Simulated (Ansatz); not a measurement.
Cost and result for the atomization energy of `[NH2][Al]([AlH2])[GaH2]` (10 atoms, 9 bonds).

```xyz
10

N    -0.265    1.925   -0.264
Al   -0.068    0.176   -0.005
Al    2.208   -0.780   -0.848
Ga   -1.963   -1.071    1.106
H     0.429    2.510   -0.704
H    -1.063    2.480   -0.001
H     2.674   -2.279   -0.557
H     3.232    0.109   -1.696
H    -3.105   -1.810    0.295
H    -2.079   -1.260    2.674
```

Charge 0, multiplicity 1. Correlated methods include outer-core shells of Ga, which these sets cover unevenly. Scalar relativity is left out up to krypton. Geometry: relaxed with PBE0-D4/def2-TZVP. It is one conformer, not always the lowest. Program: Ansatz. All runs use 4 threads of an Arm Neoverse V1 on a shared host. Times are those of one run each, without the atoms' runs, and a repeat can differ threefold. Electronic energies, without spin–orbit coupling; frozen cores. CCSD(T)/CBS adds CCSD(T) − MP2 in def2-TZVPP to the MP2 limit, and its time is that of the two runs behind it. T1 = 0.014. With those shells the extrapolation isn't a true limit. B3LYP takes the VWN-RPA correlation (the form of Gaussian; ORCA's B3LYP/G). HSE06 is the plane-wave form, built on full-range PBE exchange.

CCSD(T)/CBS is a level of theory with its own doubt, some kJ/mol a heavy atom from the limit and from the frozen cores, so smaller differences don't rank the functionals.

| level | functions | wall time |
| --- | --- | --- |
| revPBE-D4/def2-TZVPP | 247 | 2.3 s |
| PBE-D4/def2-TZVPP (with forces) | 247 | 2.7 s |
| HSE06-D4/def2-TZVPP | 247 | 3.8 s |
| r2SCAN-D4/def2-TZVPP (with forces) | 247 | 5.5 s |
| B3LYP-D4/def2-TZVPP (with forces) | 247 | 5.5 s |
| CCSD(T)/def2-SVP | 112 | 5.5 s |
| B2PLYP/def2-TZVPP | 247 | 6.5 s |
| PBE-QIDH/def2-TZVPP | 247 | 6.5 s |
| ωB97X-V/def2-TZVPP | 247 | 9.5 s |
| ωB97M-V/def2-TZVPP (with forces) | 247 | 14 s |
| MP2/def2-QZVPP | 466 | 23 s |
| CCSD(T)/def2-TZVPP | 247 | 2 min |
| CCSD(T)/CBS(def2) | – | 2.4 min |

Q: What atomization energy does each give, and how far from CCSD(T)/CBS? (An estimate is asked.)

A: Ansatz gave: 
```json
{"level": "revPBE-D4/def2-TZVPP", "atomization (kJ/mol)": "2501.0", "difference from CCSD(T)/CBS": "-80.1", "per bond": "-8.9"}
{"level": "PBE-D4/def2-TZVPP (with forces)", "atomization (kJ/mol)": "2553.8", "difference from CCSD(T)/CBS": "-27.3", "per bond": "-3.0"}
{"level": "HSE06-D4/def2-TZVPP", "atomization (kJ/mol)": "2532.4", "difference from CCSD(T)/CBS": "-48.7", "per bond": "-5.4"}
{"level": "r2SCAN-D4/def2-TZVPP (with forces)", "atomization (kJ/mol)": "2568.3", "difference from CCSD(T)/CBS": "-12.8", "per bond": "-1.4"}
{"level": "B3LYP-D4/def2-TZVPP (with forces)", "atomization (kJ/mol)": "2554.8", "difference from CCSD(T)/CBS": "-26.3", "per bond": "-2.9"}
{"level": "CCSD(T)/def2-SVP", "atomization (kJ/mol)": "2388.1", "difference from CCSD(T)/CBS": "-193.0", "per bond": "-21.4"}
{"level": "B2PLYP/def2-TZVPP", "atomization (kJ/mol)": "2521.6", "difference from CCSD(T)/CBS": "-59.5", "per bond": "-6.6"}
{"level": "PBE-QIDH/def2-TZVPP", "atomization (kJ/mol)": "2528.3", "difference from CCSD(T)/CBS": "-52.8", "per bond": "-5.9"}
{"level": "ωB97X-V/def2-TZVPP", "atomization (kJ/mol)": "2593.9", "difference from CCSD(T)/CBS": "12.8", "per bond": "1.4"}
{"level": "ωB97M-V/def2-TZVPP (with forces)", "atomization (kJ/mol)": "2558.1", "difference from CCSD(T)/CBS": "-23.0", "per bond": "-2.6"}
{"level": "MP2/def2-QZVPP", "atomization (kJ/mol)": "2540.1", "difference from CCSD(T)/CBS": "-41.0", "per bond": "-4.6"}
{"level": "CCSD(T)/def2-TZVPP", "atomization (kJ/mol)": "2511.7", "difference from CCSD(T)/CBS": "-69.4", "per bond": "-7.7"}
{"level": "CCSD(T)/CBS(def2)", "atomization (kJ/mol)": "2581.1", "difference from CCSD(T)/CBS": "0.0", "per bond": "0.0"}
```

At CCSD(T), def2-SVP lies −193.0 kJ/mol from the extrapolated value and def2-TZVPP −69.4 kJ/mol: correlation converges slowly with the basis, and small sets miss more of it in the bonded molecule than in its fragments. The D4 term adds +30.6 kJ/mol with B3LYP and +16.4 kJ/mol with PBE0; it sums over pairs of atoms, weighted by their polarisabilities, and B3LYP, whose exchange is more repulsive, gets the larger term. From r2SCAN to r2SCAN0 (25 % exact exchange), in def2-TZVPP and without D4, the atomization energy moves by −34.9 kJ/mol: exact exchange takes away binding that semilocal exchange gives to molecules.
